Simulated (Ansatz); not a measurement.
`C[SiH](Cl)[SnH3]` + H–F → `C[SiH](F)Cl` + `[SnH4]` at 500 K and 1 bar (cleavage of the Si–Sn bond).

Calculated with Ansatz (gas phase, PBE0-D4/def2-TZVP geometries, no zero-point term in ΔE). CCSD(T)/CBS is the MP2 limit (def2-TZVPP, def2-QZVPP) plus CCSD(T) − MP2 in def2-TZVPP, frozen cores. This one scheme is used for every species. Elements past krypton have def2 core potentials. For Sn outer-core shells are correlated without core-valence functions, which leaves a few kJ/mol of doubt a bond.

| species | CCSD(T)/CBS energy (Eh) | H − E (kJ/mol) | S (J/(mol·K)) |
| --- | --- | --- | --- |
| `C[SiH](Cl)[SnH3]` | -1005.19559 | 231.3 | 462.1 |
| H–F | -100.39570 | 39.4 | 188.7 |
| `C[SiH](F)Cl` | -889.24457 | 169.6 | 369.4 |
| `[SnH4]` | -216.39156 | 91.5 | 258.6 |

H − E and S are ideal-gas, rigid-rotor, harmonic terms from PBE0-D4/def2-TZVP, for one conformer and one mirror image of each species. 1 Eh = 2625.50 kJ/mol, R = 8.31446 J/(mol·K).

By hand: ΔE, ΔH, ΔS and ΔG.

ΔE = (-889.24457) + (-216.39156) − (-1005.19559) − (-100.39570) = -0.04484 Eh = -117.7 kJ/mol. Δ(H − E) = 169.6 + 91.5 − 231.3 − 39.4 = -9.6, so ΔH = -127.3 kJ/mol. ΔS = 369.4 + 258.6 − 462.1 − 188.7 = -22.8 J/(mol·K). ΔG = -127.3 − 500 × (-22.8)/1000 = -115.9 kJ/mol.

By hand: the equilibrium constant, and the temperature at which ΔG would vanish if ΔH and ΔS stayed fixed.

log₁₀ K = −ΔG/(RT ln 10) = 12.1. ΔG = 0 at ΔH/ΔS = 5583 K, far beyond where these terms or the molecules hold.

ΔH outweighs TΔS. A doubt of 5 kJ/mol in ΔE shifts log₁₀ K by 0.5 here. Other conformers and mirror images would add mixing entropy, several J/(mol·K) or more a flexible species. These are equilibria of isolated gas molecules and say nothing of rates. Largest T1 diagnostic: 0.013 (customary marks: 0.02 for closed shells, 0.045 for open ones).
